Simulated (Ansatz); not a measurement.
**Question.** Name a neutral molecule of C, F, O, Y and H with HOMO energy (PBE0/def2-TZVPP) between -6.70 and -6.40 eV and HOMO energy (ωB97M-V/def2-TZVPP) between -9.00 and -8.70 eV (Ansatz, PBE0-D4/def2-TZVP geometry).

**Answer.** `C[O][Y]([CH3])[F]` (-6.54 eV, -8.81 eV); `[CH3][Y]([OH])[F]` (-6.58 eV, -8.84 eV). Other molecules can fit too; these were computed, each in one conformer that needn't be the lowest.
